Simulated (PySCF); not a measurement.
**Electron correlation in Sb²⁺ (antimony, charge +2)**

[Kr] 4d10 5s2 5p1, 2P determinant. All numbers are calculated (PySCF 2.14, scalar relativity through the core potential, in def2-TZVP with the def2 core potential (28 electrons) (6s5p3d2f, 50 functions)). Frozen: 4s2 4p6 4d10; 3 electrons correlated.

MP2 pair energies summed by pair of shells (mhartree):

| pair | energy | share (%) |
| --- | --- | --- |
| 5s-5s | -19.23 | 56.2 |
| 5s-5p | -14.96 | 43.8 |

Total MP2 correlation energy: -34.19 mhartree.

Same-spin part -2.24 and opposite-spin part -31.94 mhartree; SCS-MP2 scales them by 1/3 and 6/5 to -39.08 mhartree.

```csv
level,correlation energy (mhartree)
CCSD,-46.10
(T),-0.60
CCSD(T),-46.70
```

Diagnostics: T1 = 0.0085, D1 = 0.0199, largest double amplitude 0.095.

Q: Is a single reference adequate?

A: Mostly. T1 lies below 0.03, but a double amplitude of this size points to a near-degeneracy that CCSD handles and MP2 describes poorly.
